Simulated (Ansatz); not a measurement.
Consider the ligand exchange at a Zn–S bond: `[CH3][Zn][S][Si](F)(F)F` + CH₃OH → `C[O][Zn][CH3]` + `F[Si](F)(F)S`.

Program: Ansatz. Geometries: PBE0-D4/def2-TZVP. ΔE: electronic, gas phase. CBS: MP2 limit from def2 TZ/QZ plus the TZ coupled-cluster correction, frozen cores. This one scheme is used for every species. For Zn outer-core shells are correlated without core-valence functions, which leaves a few kJ/mol of doubt a bond. Scalar relativity is left out up to krypton. Each species was taken in one conformer, which may not be the lowest.

| species | CCSD(T)/CBS(def2) energy (Eh) |
| --- | --- |
| `[CH3][Zn][S][Si](F)(F)F` | -2804.76398 |
| CH₃OH | -115.61712 |
| `C[O][Zn][CH3]` | -1933.27038 |
| `F[Si](F)(F)S` | -987.07717 |

(1) Work out ΔE.

Largest T1 diagnostic among the species: 0.015.

Answers

(1) ΔE = (-1933.27038) + (-987.07717) − (-2804.76398) − (-115.61712) = 0.03355 Eh = +0.91 eV.

From r2SCAN to r2SCAN0 (25 % exact exchange), in def2-TZVPP and without D4, ΔE moves by +0.08 eV. In def2-TZVPP, CCSD(T) changes the Hartree–Fock value by −0.10 eV (the triples alone add −0.00 eV) and MP2 by −0.09 eV.
